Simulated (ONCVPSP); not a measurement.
Scattering properties, ONCV potential for Er

- Element: Er (Z = 68)
- Generator: ONCVPSP 4.0.1
- Type: optimised norm-conserving Vanderbilt (ONCV)
- Functional: PBE
- Relativity: scalar-relativistic
- Frozen core: [Kr] 4d10
- Valence charge: 22
- Reference configuration: 4f12 5s2 5p6 6s2
- Partial waves: 5s+6s: rc 1.95 bohr, ncon 4, nbas 8, qcut 5.9 1/bohr, 2 projectors; 5p: rc 1.55 bohr, ncon 3, nbas 6, qcut 5.1 1/bohr, 2 projectors, debl 3.4 Ha; d scattering state at 0.3 Ha: rc 1.50 bohr, ncon 3, nbas 7, qcut 6.8 1/bohr, 2 projectors, debl 1.2 Ha; 4f: rc 0.95 bohr, ncon 4, nbas 9, qcut 16.9 1/bohr, local
- Local potential: the f channel
- Core correction: none

In the d channel the program set the typed energies aside and used 0.050, 1.250 Ha.

The phase is arctan(r·R′/R) of the radial function R(r), unwrapped; energies in Ha, scanned from -3 to 5 Ha. A pole is an energy at which the radial function vanishes at the test radius. The pseudo phase is shifted by a multiple of π to meet the all-electron one at the reference energy, and phase errors are pseudo minus all-electron; the curves can meet again beyond the range given. Levels narrower than the energy grid can be missing from the lists of poles.

| channel | radius (bohr) | reference energy (Ha) | poles, all-electron | poles, pseudo | unbroken range about the reference energy with phases within 0.05 rad | phase error 1 Ha above the reference energy (rad) |
| --- | --- | --- | --- | --- | --- | --- |
| s | 1.98 | -0.14 | -1.54 | -1.54, 4.08 | below 3.9 | -0.004 |
| p | 1.58 | -0.97 | 1.20 | 1.20 | the whole range | -0.000 |
| d | 1.52 | 0.05 | 4.22 | 4.22 | the whole range | +0.000 |
| f | 0.96 | -0.12 | 1.81 | 2.09 | -1.3 to 2.7 | +0.011 |

Note: ghosts flagged at negative energy: s at -679.5 eV, p at -235.8 eV; GHOST(+) flagged for s at 120.2 eV. A true bound ghost makes a file unfit for plane-wave use.

Phases in the d channel:

```csv
E (Ha),all-electron,pseudo
-2.98,1.174,1.168
-2.76,1.149,1.144
-2.54,1.121,1.116
-2.32,1.089,1.084
-2.10,1.050,1.045
-1.88,1.003,0.999
-1.66,0.946,0.942
-1.44,0.875,0.871
-1.22,0.785,0.782
-1.00,0.669,0.667
-0.78,0.520,0.518
-0.56,0.329,0.327
-0.34,0.096,0.095
-0.12,-0.164,-0.165
0.10,-0.420,-0.420
0.32,-0.643,-0.643
0.54,-0.823,-0.823
0.76,-0.963,-0.963
0.98,-1.071,-1.071
1.20,-1.157,-1.156
1.42,-1.224,-1.224
1.64,-1.279,-1.279
1.86,-1.325,-1.325
2.08,-1.363,-1.363
2.30,-1.396,-1.396
2.52,-1.425,-1.424
2.74,-1.450,-1.450
2.96,-1.472,-1.472
3.18,-1.493,-1.492
3.40,-1.511,-1.511
3.62,-1.528,-1.528
3.84,-1.545,-1.544
4.06,-1.560,-1.560
4.28,-1.575,-1.574
4.50,-1.589,-1.589
4.72,-1.603,-1.603
4.94,-1.617,-1.617
```
